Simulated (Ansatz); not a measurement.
CH6AlBSi (`[CH3][Al]1[BH][SiH2]1`), relaxed with RKS PBE-D4/def2-SVP in the Gaussian-basis code of Ansatz from a rough embedded geometry. The force threshold is 0.03 eV/Å; the program also tests the step.

Total charge 0; spin multiplicity 1.

Start:

```xyz
10

C    -2.085   -0.033    0.584
Al   -0.275   -0.100   -0.090
B     1.255    0.692   -1.400
Si    1.905   -0.408    0.177
H    -2.255    0.774    1.338
H    -2.377   -1.041    1.102
H    -2.819    0.108   -0.229
H     1.606    1.403   -2.262
H     2.459   -1.732   -0.359
H     2.586    0.337    1.138
```

| step | energy (eV) | largest force (eV/Å) | largest move (Å) |
| --- | --- | --- | --- |
| 1 | -16265.6195 | 2.615 | 0.000 |
| 2 | -16266.1056 | 0.877 | 0.195 |
| 3 | -16266.2773 | 0.511 | 0.195 |
| 4 | -16266.4388 | 0.756 | 0.194 |
| 5 | -16266.6255 | 0.794 | 0.195 |
| 6 | -16266.8405 | 0.810 | 0.193 |
| 7 | -16267.0309 | 0.656 | 0.197 |
| 8 | -16267.1748 | 0.484 | 0.195 |
| 9 | -16267.2687 | 0.348 | 0.199 |
| 10 | -16267.3353 | 0.305 | 0.200 |
| 11 | -16267.3936 | 0.224 | 0.192 |
| 12 | -16267.4578 | 0.233 | 0.195 |
| 13 | -16267.5201 | 0.193 | 0.192 |
| 14 | -16267.5794 | 0.229 | 0.191 |
| 15 | -16267.6041 | 0.274 | 0.195 |
| 16 | -16267.6163 | 0.034 | 0.121 |
| 17 | -16267.6177 | 0.045 | 0.045 |
| 18 | -16267.6179 | 0.023 | 0.029 |

End:

```xyz
10

C    -2.005   -0.271    0.497
Al   -0.307    0.244   -0.347
B     1.297    0.892   -1.382
Si    2.127   -0.078   -0.012
H    -2.227    0.380    1.370
H    -1.983   -1.322    0.852
H    -2.841   -0.167   -0.225
H     1.651    1.535   -2.340
H     0.939   -0.611    0.881
H     3.348   -0.601    0.706
```

It took 33 s on 2 threads of an Arm Neoverse V1 on a shared host, with 0.15 GiB of host memory at the peak.
